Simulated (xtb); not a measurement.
Ge(F)(NH2) (FGeH₂N), SMILES [NH2][Ge][F] (connectivity only; charge and spin as stated), neutral, multiplicity 1. All values are semi-empirical tight-binding results from xtb (GFN2-xTB unless named), good for trends rather than for accurate numbers. Coordinates come from a GFN2-xTB optimisation. Other conformers were not sampled.

For metal compounds this method's bond lengths and energies can be far off.

- point group as xtb finds it = Cs
- orbital gap = 4.48 eV
- zero-point energy = 15.7 kcal/mol
- G − E(el) at 298.15 K (modified RRHO) = -1.6 kcal/mol
